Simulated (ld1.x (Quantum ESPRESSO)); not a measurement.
# Before and after: TM potential for phosphorus (P)

```
Element                 : P (Z = 15)
Generator               : ld1.x (Quantum ESPRESSO) 7.5
Type                    : norm-conserving Troullier–Martins (Kleinman–Bylander form)
Functional              : LDA (PZ)
Relativity              : scalar-relativistic
Frozen core             : [Ne]
Valence charge          : 5
Reference configuration : 3s2 3p1 (charge +2)
Partial waves           : 3p (bound): rc 1.25 bohr; 3d channel at 0.35 Ry: rc 1.25 bohr; 3s (bound): rc 1.30 bohr
Local potential         : the s channel
Core correction         : none
```

All-electron outer shells of the reference configuration (LDA (PZ), scalar-relativistic, ld1.x):

```csv
shell,level (eV),outermost node (bohr),outermost maximum (bohr)
3s,-34.02,0.65,1.50
3p,-24.40,0.63,1.68
```

Change: core correction a·sin(br)/r model core inside 1.46 bohr.

Cutoffs: the cutoffs (Ry, on a coarse ladder) from which the occupation-weighted sum of valence levels, in a spherical-Bessel basis at the reference potential, stays within 10 and 1 mRy of its value at 400 Ry; they do not see the model core or the augmentation charge, which bear on the density cutoff. Errors are all-electron minus pseudo energies relative to the spin-unpolarised reference configuration.

How do hardness, ghosts and transferability respond?

The potential gets neither clearly harder nor softer (60 Ry and 100 Ry → 60 Ry and 100 Ry); of the 9 tests that both files solve, the error grows in 0 and shrinks in 7 by more than 15 % and 0.3 meV (median size 31.2 → 26.2 meV); neither file shows a bound ghost. Exchange and correlation are not linear in the density, so unscreening with the valence charge alone errs where core and valence overlap; a model core restores that term. A model core, the more so a compact one, raises the density cutoff, which this test does not measure.

```tsv
quantity	base	changed
cutoff, loose	60 Ry	60 Ry
cutoff, tight	100 Ry	100 Ry
bound ghosts	none	none
error for 3s2 3p3, meV [ΔE -29.07 eV]	+43	+35
error for 3s2 3p2, meV [ΔE -19.25 eV]	+18	+14
error for 3s2 3p0, meV [ΔE 29.89 eV]	+36	+24
error for 3s1 3p4, meV [ΔE -20.57 eV]	+31	+27
error for 3s0 3p5, meV [ΔE -11.93 eV]	+30	+26
error for 3s1 3p0, meV [ΔE 82.08 eV]	+288	+171
error for 3s2 3p2.5, meV [ΔE -25.25 eV]	+31	+25
error for 3s2 3p1 (spin-polarised), meV [ΔE -0.27 eV]	+30	+18
error for 3s2 3p3 (spin-polarised), meV [ΔE -30.58 eV]	+162	+108
s: phases at 1.40 bohr within 0.05 rad from the reference energy up to (Ry; the scan ends near 5)	2.3	2.3
p: phases at 1.40 bohr within 0.05 rad from the reference energy up to (Ry; the scan ends near 5)	-0.1	-0.1
d: phases at 1.40 bohr within 0.05 rad from the reference energy up to (Ry; the scan ends near 5)	to the end of the scan	to the end of the scan
```
